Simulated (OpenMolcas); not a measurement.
**O⁺: effect of the level shift or regulariser**

```yaml
Program: OpenMolcas 26.06
Basis: ANO-RCC-VTZP [4s3p2d1f]
Scalar_Hamiltonian: DKH2, point nucleus
Active_space: 3 electrons in 3 orbitals (2p)
State_averaging: 2S+1 = 4 odd, 1 root; 2S+1 = 2 odd, 8 roots
Spin-orbit_coupling: RASSI with atomic mean-field integrals over the reference wave functions, term energies averaged over their components
```

Methods on the same reference wave functions:
A. CASSCF
B. SS-CASPT2, IPEA 0.25 Eh, imaginary shift 0.1 Eh (closed shells correlated: 1s 2s)
C. SS-CASPT2, IPEA 0.25 Eh, real shift 0.2 Eh (closed shells correlated: 1s 2s)
D. SS-CASPT2, IPEA 0.25 Eh, sigma2 regulariser 0.3 Eh (closed shells correlated: 1s 2s)

Energies in cm-1 above 2s2 2p3 4S* 3/2, the measured ground level; measured values from NIST Handbook of Basic Atomic Spectroscopic Data.

```tsv
Level	A	B	C	D	Measured
2s2 2p3 4S* 3/2	0.0	0.0	0.0	0.0	0.0
2s2 2p3 2D* 3/2	30471	27540	27550	27540	26831
2s2 2p3 2D* 5/2	30473	27540	27550	27540	26811
2s2 2p3 2P* 1/2	50502	43630	43680	43630	40470
2s2 2p3 2P* 3/2	50505	43630	43680	43630	40468
```

Deviations, from unrounded energies. A percentage is the sum of absolute deviations over the sum of measured energies, with the sign that they share, or ± where signs differ.

```json
{"Against measurement": "mean absolute deviation (cm-1)", "Levels": "4", "A": "6800", "B": "1900", "C": "2000", "D": "1900"}
{"Against measurement": "other terms of the ground configuration (%)", "Levels": "4", "A": "+20.3", "B": "+5.8", "C": "+5.8", "D": "+5.8"}
```

B, C, D lie about equally close to measurement and A furthest from it. The largest miss of D in the table is 2s2 2p3 2P* 3/2, by +3200 cm-1. The ranking rests on the paired levels alone, and a cruder setting can come out closer through cancelling errors.

Among B to D the level of the table that moves most is 2s2 2p3 2P* 1/2, by 47 cm-1 (lowest in D, highest in C). Moves below CASPT2's spread within the term are not significant.

The mean deviations of B to D differ by less than CASPT2's widest spread within a term (150 cm-1), so their order carries little weight.

From A to B the spin-free energies of the other terms of 2s2 2p3 shown, above 4S*, scale by factors of 0.86 to 0.90.

The lowest spin-free term lies below A's lowest term by 0.109 hartree in B, 0.109 hartree in C, 0.109 hartree in D.

CASPT2 does not keep the components of a term degenerate, so their means are used; among the terms shown or strongly mixed into the levels shown the widest spread is 150 cm-1 (2s2 2p3 2D*, D). With the s shell closed, the reference lacks s² → p² mixing. Without dynamic correlation excited terms often stand tens of per cent too high (terms of higher spin than the ground term too low), and those without a measured partner can miss by more than the paired ones (holds for A). Computed and measured levels are paired by configuration, term and J; levels that our copy of the source lacks, or whose pairing is in doubt (as where it misses far off the trend of its configuration), stay unpaired and out of the deviations. Only configurations of the active space appear.

* marks odd parity.
